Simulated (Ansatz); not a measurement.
Species: CuBr2, net charge -1, singlet state. 
Coordinates optimised at B3LYP-D3(BJ)/def2-TZVP (Ansatz, a first-principles code):
```
Cu
Br 1 2.2991
Br 1 2.2991 2 180.00
```
Charge -1, spin multiplicity 1.

Basis-set convergence of Hartree-Fock and CCSD correlation energies (hartree) with Ansatz. Cores are frozen in the correlated levels unless marked. Spin-orbit coupling is left out. Frozen are the shells of the preceding noble gas and the d and f shells that filled before the atom's block. Non-relativistic.

```
basis        functions        E(HF)  E(corr, CCSD)
-----------  ---------  -----------  -------------
def2-SVPD          116  -6783.13474       -0.56199
def2-TZVPPD        181   (withheld)     (withheld)
```

Problem. Fill in the missing entries.

Solution. 
- def2-TZVPPD, E(HF): -6783.98232
- def2-TZVPPD, E(corr, CCSD): -0.80684
